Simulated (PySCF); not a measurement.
# What a mistake does to a calculation on BCFH4N

All numbers below are calculated, not measured. They come from PySCF 2.14.0, an open-source quantum chemistry program, on an isolated molecule that a program drew, which may never have been made. The molecule is BCFH4N (charge 0, doublet), drawn as the SMILES string `[CH2]B(N)F`.

Each row is a Hartree-Fock (HF) and frozen-core CCSD(T) single point in the cc-pVDZ basis, meant for a local HF minimum. Run 1 is clean. Each other run has one planted mistake out of seven kinds, and not every kind appears here: one electron removed, one electron added, multiplicity raised by two, geometry at a saddle point, minimal basis STO-3G, one bond length entered in bohr, all coordinates scaled. The reference is restricted for singlets and unrestricted otherwise, and also for a bond in bohr. Adding or removing an electron swaps singlet and doublet. Electrons count all cores. HOMO and LUMO are orbital energies over both spins, the gradient is its largest component, and the lowest frequency (negative if imaginary) is given only where the gradient is small. Bond lengths are over the 7 bonds as drawn. T1 is the CCSD diagnostic: over 0.02 (restricted) or 0.045 (unrestricted) a single reference is doubtful.

Geometry of the clean run:
```xyz
8
BCFH4N, angstrom
C    -0.8157   -0.1432   -1.3580
B    -0.7255    0.9345   -0.2474
N    -1.3279    0.8096    1.0062
F    -0.0275    2.0649   -0.4909
H    -1.3581   -1.0750   -1.2348
H    -0.3342   -0.0109   -2.3209
H    -1.8628    0.0140    1.2790
H    -1.2540    1.5202    1.7039
```

```
run,electrons,basis functions,<S^2>,HOMO (eV),LUMO (eV),gradient (hartree/bohr),lowest frequency (cm^-1),mean bond (Å),longest bond (Å),T1,HF (hartree),CCSD(T) (hartree),mistake
1,31,76,0.760,-10.25,2.48,2.8e-05,262,1.2089,1.550,0.0135,-218.86412,-219.46145,no fault
2,31,76,1.551,-8.94,1.90,1.8e-02,-,1.3806,2.552,0.0729,-218.67934,-219.26986,one bond length entered in bohr
3,32,76,0.000,-0.19,9.75,8.8e-02,-,1.2089,1.550,0.0117,-218.81472,-219.44901,one electron added
4,31,76,3.765,-2.59,-1.22,9.8e-02,-,1.2089,1.550,0.0205,-218.59932,-219.17020,multiplicity raised by two
5,30,76,0.000,-17.53,-7.43,6.6e-02,-,1.2089,1.550,0.0341,-218.53929,-219.13363,?
6,31,24,0.763,-8.79,6.66,3.1e-02,-,1.2089,1.550,0.0160,-215.94187,-216.12239,?
```

**Which mistake was planted in run 5, and what did it cost?**

It counts 30 electrons, one fewer than the clean run, at the same geometry and basis. So the mistake is: one electron removed. Subtracting run 1 and multiplying by 627.51 kcal/mol a hartree, the energy moved by 203.8 kcal/mol in HF and 205.7 kcal/mol in CCSD(T).

**Which mistake was planted in run 6, and what did it cost?**

It has 24 basis functions where the clean run has 76, with the same electrons and geometry. So the mistake is: minimal basis STO-3G. Subtracting run 1 and multiplying by 627.51 kcal/mol a hartree, the energy moved by 1833.7 kcal/mol in HF and 2095.3 kcal/mol in CCSD(T).

Cautions from the logs. Run 2: T1 is over the limit, so its CCSD(T) energy is less reliable; run 3: the added electron raises the CCSD(T) energy, so it isn't bound in this basis; run 5: T1 is over the limit, so its CCSD(T) energy is less reliable.
